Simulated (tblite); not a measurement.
ClLi, charge -1, doublet, geometry from GFN2-xTB (such geometries of metal compounds can be far from the true shape) (a state made from the parent by changing its charge; the spin is typed, not shown lowest); GFN1-xTB run with tblite.

Input for tblite:
```
$ tblite run mol.xyz --method gfn1 --charge -1 --spin 1 --efield 0,0,0.1 --json tblite.json --no-restart

# file mol.xyz
2

Li    -0.00000000    -0.00000000    -2.03637724
Cl     0.00000000     0.00000000     0.35936069
```

### Question
Write the output that tblite gives for this input, abridged.

### Answer

```
xTB calculator
 | screened Coulomb repulsion
 | Coulomb electrostatics
 |  * isotropic Klopman-Ohno-Mataga-Nishimoto electrostatics
 |  * onsite third-order electrostatics
 | DFT-D3(BJ) dispersion correction
 | Interactions (1)
 | [1] electric field

halogen bonding energy    0.0000000000000E+00 Eh
repulsion energy          8.9199587706649E-04 Eh
dispersion energy        -2.2926483049804E-04 Eh
interaction energy        0.0000000000000E+00 Eh
number of electrons       9.0000000000000E+00 e
integral cutoff           4.0000000000000E+01 bohr

------------------------------------------------------------
  cycle        total energy    energy error   density error
------------------------------------------------------------
      1     -4.823582887482  -4.8242456E+00   3.1329315E-01
      2     -4.823917859475  -3.3497199E-04   1.9371319E-01
      3     -4.824103338329  -1.8547885E-04   1.3424392E-02
      4     -4.824104214062  -8.7573310E-07   1.8890600E-03
      5     -4.824104235395  -2.1332730E-08   3.5130804E-04
      6     -4.824104237533  -2.1381297E-09   8.6143397E-06
------------------------------------------------------------

electronic energy        -4.8247669685797E+00 Eh
total energy             -4.8241042375331E+00 Eh

Post processing:
 | Mayer-Wiberg bond orders

[Info] JSON dump of results written to 'tblite.json'
```
